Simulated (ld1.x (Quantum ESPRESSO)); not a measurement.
Before and after: TM potential for Os (Z = 76)

ld1.x (Quantum ESPRESSO) 7.5 input, shortened:

```
&input
   title='Os', zed=76., rel=1, dft='PZ', iswitch=3,
   config='[Xe] 4f14 5d6 5f-2 6s1.5 6p0'
 /
 &inputp
   pseudotype=2, tm=.true., lloc=2,
   nlcc=.false.
 /
4
6S  1  0   1.50   0.00  2.55  2.55  0.0
6P  2  1   0.00   0.00  2.60  2.60  0.0
5F  4  3  -2.00   0.05  2.75  2.75  0.0
5D  3  2   6.00   0.00  2.40  2.40  0.0
 &test
   configts(1)='5d6 6s1.5 6p0'
 /
```

All-electron outer shells of the reference configuration (LDA (PZ), scalar-relativistic, ld1.x):

| shell | level (eV) | outermost node (bohr) | outermost maximum (bohr) |
| --- | --- | --- | --- |
| 5p | -54.98 | 0.55 | 1.03 |
| 5d | -10.30 | 0.60 | 1.36 |
| 6s | -9.84 | 1.20 | 2.42 |
| 6p | -4.23 | 1.43 | 3.26 |

Change: all radii scaled by about 1.39 (s 3.56, p 3.62, d 3.34, f 3.84 bohr).

Cutoffs: the cutoffs (Ry, on a coarse ladder) from which the occupation-weighted sum of valence levels, in a spherical-Bessel basis at the reference potential, stays within 10 and 1 mRy of its value at 400 Ry; they do not see the model core or the augmentation charge, which bear on the density cutoff. Errors are all-electron minus pseudo energies relative to the spin-unpolarised reference configuration.

Problem. What does the change do?

Solution. The potential gets softer (35 Ry and 40 Ry → 21 Ry and 30 Ry); the bound ghosts move from p, s to s; the number of tests that count goes from 8 to 9; of the 8 tests that both files solve, the error grows in 5 and shrinks in 1 by more than 15 % and 0.3 meV (median size 6.4 → 53.7 meV). A larger radius leaves more room for a smooth pseudo-wave, so fewer plane waves are needed.

| quantity | base | changed |
| --- | --- | --- |
| cutoff, loose | 35 Ry | 21 Ry |
| cutoff, tight | 40 Ry | 30 Ry |
| loose cutoff by channel (10 mRy a level) | s 6 Ry, d 30 Ry | s 6 Ry, d 18 Ry |
| bound ghosts | s, p | s |
| tests counted (converged, no solver errors) | 8 of 9 | 9 of 9 |
| error for 5d6 6s2 6p0, meV [ΔE -4.05 eV] | +2.1 | -0.8 |
| error for 5d6 6s1 6p0, meV [ΔE 5.82 eV] | -0.7 | -6.1 |
| error for 5d6 6s0 6p0, meV [ΔE 23.10 eV] | +11 | -64 |
| error for 5d6 6s0 6p2, meV [ΔE 6.59 eV] | -2.2 | -43 |
| error for 5d7 6s0 6p0, meV [ΔE 5.35 eV] | -40 | +111 |
| error for 5d6 6s1 6p1, meV [ΔE 1.10 eV] | -0.1 | -6.0 |
| error for 5d6 6s1.5 6p0 (spin-polarised), meV [ΔE -2.41 eV] | +1863 | +1723 |
| error for 5d6 6s2 6p0 (spin-polarised), meV [ΔE -6.07 eV] | +1757 | +1564 |

Base: Tests not counted: 5d5 6s2 6p1 (solver errors, printed error -2.1 eV). These tests converged, but a pseudo level misses the all-electron one widely, so the file describes the atom poorly there or has found another state: 5d6 6s0 6p0: empty 6p by 2.5 eV (a node warning on the way). A true bound ghost makes a file unfit for plane-wave use even where its test errors are small: the radial tests pick states by their node count and pass the ghost by. Where a test does run into it, the solver fails or the error is huge.
